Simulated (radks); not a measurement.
Valence configurations of Pm II (all share [Xe]). Method: scalar-relativistic Kohn-Sham, LDA (Slater exchange, Perdew-Wang correlation), spin-polarised, spherical densities, finite nucleus; open shells are filled with parallel spins first (spin-orbit coupling, left out, can overturn this in heavy ions); Fermi nuclear charge, rms radius 4.962 fm; computed with a radial shooting solver on a logarithmic mesh with Libxc functionals. Energies are relative to 4f5 6s1; eigenvalues in eV for spin up.

valence,E (eV),moment (Bohr magnetons),e(4f),e(5d),e(6p),e(6s)
4f5 6s1,0.000,6,-9.417,-,-,-8.898
4f4 5d1 6s1,3.587,6,-14.953,-9.257,-,-9.578
4f3 5d1 6s2,13.604,4,-23.880,-12.051,-,-10.730
4f3 6s1 6p2,22.705,6,-28.596,-,-8.699,-13.115
4f3 6p3,27.154,6,-29.639,-,-9.123,-
4f4 6s2,4.293,4,-17.291,-,-,-10.110
4f5 5d1,1.187,6,-7.617,-6.631,-,-
4f6,1.652,6,-3.818,-,-,-
4f5.5 6s0.5,0.329,6,-6.266,-,-,-8.065
4f4 6s1 6p1,7.281,6,-18.353,-,-7.297,-11.094

NIST lists [Xe] 4f5 6s1 as the ground configuration; this level of theory agrees among the configurations tried. The energies are those of spherical high-spin densities, not of single terms.
